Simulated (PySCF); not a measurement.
## Assigning NMR signals

Numbering as in the mapped SMILES `[CH3:1][NH:2][CH:3]1[CH2:4][CH2:5][CH2:6][CH2:7][CH2:8]1`. Each H is labelled by its parent atom. Ha(C4), Ha(C5), Ha(C6), Ha(C7), Ha(C8) are cis to N2 on the ring; Hb(C4), Hb(C5), Hb(C6), Hb(C7), Hb(C8) are trans to N2 on the ring.

Computed data (PySCF 2.14.0 with density-fitted response routines): shieldings: GIAO CAM-B3LYP/pcSseg-1, geometry from PBE0-D3(BJ)/def2-SVP. Isolated molecule, single conformer, relativity neglected, averaged over atoms made equivalent by symmetry, fast rotation or ring inversion.

Scale: 13C (σref 182.45) and 1H (σref 31.33) against TMS (reference shieldings calculated alike).

Question: Assign these signals to the numbered atoms. 13C{1H} NMR (computed): δ 60.9, 35.8, 35.2, 28.7, 27.2.

Answer: 
60.9 → C3, sp3 CH bonded to N: pulled downfield by the heteroatom
35.8 → C4/C8, sp3 CH2 in a ring: saturated and bonded to C and H only
35.2 → C1, methyl carbon bonded to N: deshielded by the electronegative neighbour
28.7 → C6, sp3 CH2 in a ring: saturated and bonded to C and H only
27.2 → C5/C7, sp3 CH2 in a ring

C4/C8 and C1; C6 and C5/C7 lie closer than the usual error of such a calculation, so a measured spectrum could show them in the other order.

Question: Assign these signals to the numbered atoms. 1H NMR (500 MHz, computed): δ 2.42 (s, 3H), 1.86 (m, 1H), 1.58 (m, 2H), 1.56 (m, 2H), 1.48 (m, 1H), 1.15 (m, 2H), 1.05 (m, 1H), 0.90 (m, 2H), -0.27 (br s, 1H).

Answer: 
2.42 → H(C1), hydrogen on a methyl carbon bonded to N: its carbon carries N, an electronegative neighbour
1.86 → H(C3), hydrogen on an sp3 CH bonded to N
1.58 → Hb(C4)/Hb(C8), hydrogen on an sp3 CH2 in a ring
1.56 → Ha(C5)/Ha(C7), hydrogen on an sp3 CH2 in a ring: far from electronegative atoms and π systems
1.48 → Hb(C6), hydrogen on an sp3 CH2 in a ring
1.15 → Hb(C5)/Hb(C7), hydrogen on an sp3 CH2 in a ring
1.05 → Ha(C6), hydrogen on an sp3 CH2 in a ring
0.90 → Ha(C4)/Ha(C8), hydrogen on an sp3 CH2 in a ring
-0.27 → H(N2), hydrogen on an amine nitrogen: exchangeable; this is the value without hydrogen bonding to other molecules

Hb(C4)/Hb(C8) and Ha(C5)/Ha(C7); Ha(C5)/Ha(C7) and Hb(C6); Hb(C5)/Hb(C7) and Ha(C6) lie closer than the usual error of such a calculation, so a measured spectrum could show them in the other order.

OH/NH shifts are gas-phase values; hydrogen bonding in solution moves them, usually downfield. Shifts are as computed, not scaled to solution data. Of 1211 compounds with measured shifts, 218 miss one by over three times the rms of a fit or turn the order of signals round; such compounds aren't used in these exercises. Multiplicities follow the n + 1 count of equivalent neighbours, as no J values were calculated; m marks all less simple cases, F and P coupling included.
